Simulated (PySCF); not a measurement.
PySCF input (BP86/def2-SVP):

```python
from pyscf import gto, dft

mol = gto.M(
    atom='''
    Ba    0.00000000    0.00000000    0.00000000
    ''',
    basis='def2-svp',
    ecp='def2-svp',
    charge=0,
    spin=0,
    verbose=4,
)

mf = dft.RKS(mol, xc='bp86')
mf.grids.level = 3
mf.conv_tol = 1e-9
mf.max_cycle = 100
mf.max_memory = 1500
mf.kernel()
if not mf.converged:
    mf = mf.newton()
    mf.kernel(mf.make_rdm1())
mf.dip_moment()
```

Output:

```
PySCF version 2.14.0

[INPUT] verbose = 4
[INPUT] num. atoms = 1
[INPUT] num. electrons = 10
[INPUT] charge = 0
[INPUT] spin (= nelec alpha-beta = 2S) = 0
[INPUT] symmetry False subgroup None
[INPUT] Mole.unit = angstrom
[INPUT] Symbol           X                Y                Z      unit          X                Y                Z       unit  Magmom
[INPUT]  1 Ba     0.000000000000   0.000000000000   0.000000000000 AA    0.000000000000   0.000000000000   0.000000000000 Bohr   0.0

nuclear repulsion = 0
number of shells = 9
number of NR pGTOs = 49
number of NR cGTOs = 23
basis = def2-svp
ecp = def2-svp

******** <class 'pyscf.dft.rks.RKS'> ********
method = RKS
initial guess = minao
damping factor = 0
level_shift factor = 0
DIIS = <class 'pyscf.scf.diis.CDIIS'>
diis_start_cycle = 1
diis_space = 8
diis_damp = 0
SCF conv_tol = 1e-09
SCF conv_tol_grad = None
SCF max_cycles = 100
direct_scf = True
direct_scf_tol = 1e-13
XC library pyscf.dft.libxc version 7.1.2
    S. Lehtola, C. Steigemann, M. J. T. Oliveira, and M. A. L. Marques,  SoftwareX 7, 1–5 (2018)
XC functionals = bp86
    A. D. Becke,  Phys. Rev. A 38, 3098 (1988)
    J. P. Perdew,  Phys. Rev. B 33, 8822 (1986)
    J. P. Perdew,  Phys. Rev. B 34, 7406–7406 (1986)
radial grids:
    Treutler-Ahlrichs [JCP 102, 346 (1995); DOI:10.1063/1.469408] (M4) radial grids

becke partition: Becke, JCP 88, 2547 (1988); DOI:10.1063/1.454033
pruning grids: <function nwchem_prune>
grids dens level: 3
symmetrized grids: False
atomic radii adjust function: <function treutler_atomic_radii_adjust>
small_rho_cutoff = 0
Set gradient conv threshold to 3.16228e-05
Initial guess from minao.
tot grids = 23928
init E= -15.5717152414691

WARN: HOMO -0.258264854666057 == LUMO -0.258264854665967

cycle= 1 E= -25.3066451563839  delta_E= -9.73  |g|= 0.312  |ddm|= 2.77
  HOMO = -0.0313978361730689  LUMO = 0.0276138654654285  gap/eV = 1.60579
cycle= 2 E= -25.4443871786589  delta_E= -0.138  |g|= 0.258  |ddm|= 2.88
  HOMO = -0.100892004133965  LUMO = -0.0516406078953276  gap/eV = 1.34020
cycle= 3 E= -25.488550715179  delta_E= -0.0442  |g|= 0.053  |ddm|= 2.37
  HOMO = -0.121968761960772  LUMO = -0.0741373413271556  gap/eV = 1.30156
cycle= 4 E= -25.4906104566939  delta_E= -0.00206  |g|= 0.0029  |ddm|= 0.777
  HOMO = -0.12319549736535  LUMO = -0.0756674572282204  gap/eV = 1.29330
cycle= 5 E= -25.4906241891133  delta_E= -1.37e-05  |g|= 0.00048  |ddm|= 0.0821
  HOMO = -0.122915215259919  LUMO = -0.0753207133111426  gap/eV = 1.29511
cycle= 6 E= -25.4906242679018  delta_E= -7.88e-08  |g|= 0.000148  |ddm|= 0.00293
  HOMO = -0.122813441873474  LUMO = -0.0751688475600809  gap/eV = 1.29648
cycle= 7 E= -25.4906242839179  delta_E= -1.6e-08  |g|= 3.83e-06  |ddm|= 0.00242
  HOMO = -0.12281359835427  LUMO = -0.075168097184984  gap/eV = 1.29650
cycle= 8 E= -25.4906242839376  delta_E= -1.97e-11  |g|= 5.12e-07  |ddm|= 6.85e-05
  HOMO = -0.122814031783611  LUMO = -0.0751686519803816  gap/eV = 1.29650
Extra cycle  E= -25.4906242839379  delta_E= -2.81e-13  |g|= 1.53e-07  |ddm|= 9.58e-06
converged SCF energy = -25.4906242839379
Dipole moment(X, Y, Z, Debye):  0.00000,  0.00000,  0.00000
```
